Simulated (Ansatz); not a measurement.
`OB(O)Cl` and `OBO` differ in one atom or group.

Ansatz, PBE0-D4/def2-TZVP geometries, multiplicity 1. Each molecule was computed in one conformer, which needn't be the lowest.

```
                                        property  `OB(O)Cl`
             HOMO–LUMO gap (PBE/def2-TZVPP) / eV       7.32
size of the dipole moment (B3LYP/def2-TZVPP) / D       1.93
             HOMO energy (B3LYP/def2-TZVPP) / eV      -8.85
           HOMO–LUMO gap (B3LYP/def2-TZVPP) / eV       8.98
               LUMO energy (PBE/def2-TZVPP) / eV      -0.32
           HOMO energy (ωB97M-V/def2-TZVPP) / eV     -11.46
```

**Question.** Give the same properties after the change, and the shifts. (Best estimate.)

**Answer.** Computed: 
```
                                        property   `OBO`  shift
             HOMO–LUMO gap (PBE/def2-TZVPP) / eV    7.69   0.37
size of the dipole moment (B3LYP/def2-TZVPP) / D    1.53  -0.40
             HOMO energy (B3LYP/def2-TZVPP) / eV   -9.14  -0.29
           HOMO–LUMO gap (B3LYP/def2-TZVPP) / eV    9.65   0.67
               LUMO energy (PBE/def2-TZVPP) / eV   -0.04   0.28
           HOMO energy (ωB97M-V/def2-TZVPP) / eV  -11.88  -0.42
```

With PBE0 the HOMO falls by 0.27 eV and the LUMO rises by 0.39 eV, so the gap widens by about 0.66 eV. PBE moves the HOMO by -0.09 eV and ωB97M-V by -0.42 eV. Dipoles are sizes alone; their direction can turn.

B3LYP here is the variant with VWN-RPA as its local correlation; programs differ in this.
